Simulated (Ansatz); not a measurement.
System: C₂HBCl₂, charge 0, multiplicity 1. SMILES: C#CB(Cl)Cl
Geometry: optimised at B3LYP-D3(BJ)/def2-TZVP (Ansatz, a first-principles code).

Parts of the frozen-core correlation energy in aug-cc-pV(T+d)Z (Ansatz, hartree). Frozen orbitals: 13; correlated occupied orbitals by spin: 13 and 13; virtual: 245 and 245. Spin-orbit coupling is left out. Non-relativistic.

```csv
term,value
reference (HF),-1020.11018
MP2 opposite-spin,___
MP2 same-spin,___
CCSD correlation,___
(T),-0.04308
T1 diagnostic,0.013
largest doubles amplitude,0.049
```

Problem. Fill in the missing entries.

Solution. 
- MP2 opposite-spin, value: -0.58342
- MP2 same-spin, value: -0.19653
- CCSD correlation, value: -0.81490
